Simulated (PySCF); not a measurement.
Electronic absorption of C2H10Ge2S

C2H10Ge2S.
Z-matrix (Å and degrees, PBE0-D3(BJ)/def2-SVP geometry), rows numbered from 1:
```
C 
C   1  1.5219
Ge  2  1.9576  1  113.12
S   3  2.2406  2  109.60  1    52.97
Ge  4  2.2258  3   99.46  2    62.89
H   1  1.1013  2  111.54  3  -177.41
H   1  1.1015  2  111.56  3    62.41
H   1  1.1012  2  111.12  3   -57.02
H   2  1.1033  1  111.57  3  -120.92
H   2  1.1028  1  111.10  3   120.78
H   3  1.5427  2  111.46  1   173.99
H   3  1.5401  2  111.66  1   -61.81
H   5  1.5358  4  106.08  3   164.48
H   5  1.5409  4  110.75  3   -76.12
H   5  1.5407  4  109.81  3    44.71
```

Computed with TDDFT CAM-B3LYP/def2-SVPD, vertical, gas phase, core orbitals frozen in the response in PySCF 2.14.0, density-fitted response routines. Relativistic effects, spin–orbit coupling among them, are left out although an element past zinc is present.

```csv
state,E (eV),ν̃ (cm⁻¹),f,"main configurations (H = HOMO, L = LUMO)"
S1,5.61,45260,0.016,H→L (82%)
S2,5.83,46990,0.0069,"H→L+1 (69%), H→L+2 (16%)"
S3,6.47,52210,0.0050,"H→L+2 (59%), H→L+1 (17%), H→L (8%)"
S4,6.81,54910,0.0063,"H→L+3 (43%), H→L+4 (37%)"
S5,7.05,56830,0.063,H-1→L (66%)
S6,7.10,57300,0.018,"H→L+4 (29%), H→L+3 (27%), H-1→L+1 (16%)"
S7,7.41,59750,0.030,"H-1→L+1 (52%), H→L+3 (11%)"
S8,7.52,60640,0.0066,"H→L+6 (47%), H-2→L (13%)"
S9,7.59,61240,0.013,"H→L+7 (34%), H-1→L+2 (20%), H→L+5 (12%)"
S10,7.68,61970,0.033,"H→L+7 (28%), H-1→L+2 (21%), H→L+6 (13%)"
```

Triplets (Tamm–Dancoff): T1 5.13 eV, H→L (79%); T2 5.47 eV, H→L+1 (56%), H→L+2 (22%); T3 6.33 eV, H→L+2 (54%), H→L+1 (23%); T4 6.45 eV, H-1→L (66%).

The lowest singlet lies at 5.61 eV (221 nm, ultraviolet) and is weak; its leading configuration is HOMO→LUMO (82%). The most intense listed level is S5 at 7.05 eV (176 nm, f = 0.063), 1.44 eV above S1. Löwdin shares by element: HOMO sulfur 69%, germanium 16%, carbon 4% or more; LUMO germanium 31% or more, sulfur 24%, hydrogen 20% or more (atoms not listed hold the other 25%). Weighted by f, the mean energy of these states is 7.08 eV. Of the 10 states listed, 6 reach f = 0.01 and none stays under 0.0005. The listed states span 2.07 eV, and the widest gap between neighbours is 0.65 eV (S2 to S3). All these states lie below the vertical ionisation energy of 8.96 eV (ΔSCF). The window holds the lowest 10 singlets.

On an Arm Neoverse V1 with one thread, on a shared host, this took 2.3 min.

One conformer stands for the species.
